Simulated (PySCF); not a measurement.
# Electron affinity of In by level of theory

In- [Kr] 4d10 5s2 5p2 (3P) → In [Kr] 4d10 5s2 5p1 (2P), as a difference of total energies. Calculation: PySCF 2.14, in x2c-TZVPPall with one added diffuse shell each of s, p, d, f type (9s7p5d3f, 76 functions); the spin-free X2C one-electron Hamiltonian (Gaussian nucleus). Correlated levels: valence and next inner shell: [Ar] 3d10 frozen. The calculations carry no spin-orbit coupling.

| method | electron affinity (eV) | difference from reference (eV) |
| --- | --- | --- |
| UHF | 0.079 | -0.305 |
| MP2 (valence and next inner shell) | 0.366 | -0.018 |
| SCS-MP2 (valence and next inner shell) | 0.262 | -0.122 |
| CCSD (valence and next inner shell) | 0.360 | -0.024 |
| CCSD(T) (valence and next inner shell) | 0.395 | +0.011 |

Reference: 0.384 eV (measured; photodetachment measurements, as compiled on the Wikipedia data page of electron affinities).

The reference lies between the lowest fine-structure levels, while these numbers refer to the centres of the terms.

Errors of the correlated levels include the incompleteness of this basis and the frozen core.
